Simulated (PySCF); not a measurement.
# Molecular orbitals of AlSb⁺

PBE0 at R = 2.812 Å; PySCF, scalar-relativistic core potentials, basis sets Al def2-TZVPPD, Sb def2-TZVPPD with ECP28. State: ⁴Σ⁻ (quartet), unpaired electrons σ ↑, π ↑↑. Only the outer orbitals are listed, counted within each symmetry, core potentials removing the inner ones.

```csv
spin,orbital,occ.,ε (eV),on Al (%),main shells (%)
α,7σ,1,-21.07,3,95 Sb s
α,8σ,1,-15.30,75,"75 Al s, 18 Sb p"
α,4π,1,-11.91,10,90 Sb p
α,4π,1,-11.91,10,90 Sb p
α,9σ,1,-11.87,49,"50 Sb p, 29 Al p, 19 Al s"
α,5π,0,-7.26,91,92 Al p
α,5π,0,-7.26,91,92 Al p
α,10σ,0,-5.39,67,"54 Al p, 19 Sb p, 10 Al d"
β,7σ,1,-18.71,13,"86 Sb s, 8 Al s"
β,8σ,1,-14.18,79,"79 Al s, 10 Sb s, 10 Sb p"
β,9σ,0,-8.79,49,"49 Sb p, 35 Al p, 12 Al s"
β,4π,0,-8.41,33,"67 Sb p, 29 Al p"
β,4π,0,-8.41,33,"67 Sb p, 29 Al p"
```

Problem. Which are the highest filled and the lowest empty level, where do they sit, and how wide is the gap?

Solution. Highest filled α 9σ at -11.87 eV (in %: 50 Sb p, 29 Al p, 19 Al s); lowest empty β 9σ at -8.79 eV (in %: 49 Sb p, 35 Al p, 12 Al s); the gap at PBE0 is 3.08 eV.

```json
{
  "bond order (Mayer)": "0.91",
  "⟨S²⟩": "3.761",
  "charge on Al (Mulliken, basis-dependent)": "0.61",
  "charge on Al (Löwdin, basis-dependent)": "0.52",
  "dipole moment (positive dipole points towards Sb; it is taken about the centre of mass and depends on that origin)": "-5.69 D",
  "polarisability along the bond": "110.9 bohr³",
  "polarisability across the bond": "54.6 bohr³"
}
```

Spin–orbit coupling is left out. The state was picked by a PBE0 search and need not be the measured ground state.
